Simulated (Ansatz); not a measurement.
Species: C3H7Cl3Ge, charge 0, multiplicity 1. SMILES: C[CH](C)[Ge]([Cl])([Cl])[Cl]
Coordinates optimised at B3LYP-D3(BJ)/def2-TZVP (Ansatz, a program for electronic structure):
```xyz
14

C     -2.5989     0.6668     0.2463
C     -1.7002    -0.3712    -0.4224
C     -2.0043    -1.8005     0.0214
Ge     0.1895     0.0530    -0.0799
Cl     0.6295    -0.0337     2.0342
Cl     1.5131    -1.3347    -1.0725
Cl     0.7009     2.0357    -0.7652
H     -2.3788     1.6791    -0.0934
H     -2.4916     0.6402     1.3321
H     -3.6442     0.4521     0.0107
H     -1.7847    -0.2925    -1.5096
H     -3.0425    -2.0447    -0.2169
H     -1.8760    -1.9144     1.0993
H     -1.3647    -2.5293    -0.4770
```
Charge 0, spin multiplicity 1.

Parts of the frozen-core correlation energy in def2-SVPD (Ansatz, hartree). Frozen orbitals: 32; correlated occupied orbitals by spin: 22 and 22; virtual: 181 and 181. No spin-orbit coupling. Non-relativistic.

| term | value |
|---|---|
| reference (HF) | -3570.94315 |
| MP2 opposite-spin | ? |
| MP2 same-spin | ? |
| CCSD correlation | -1.06094 |
| (T) | ? |
| T1 diagnostic | 0.010 |
| largest doubles amplitude | 0.009 |

Task: What belongs in the gaps?

Result: 
- MP2 opposite-spin, value: -0.73532
- MP2 same-spin, value: -0.24961
- (T), value: -0.03511
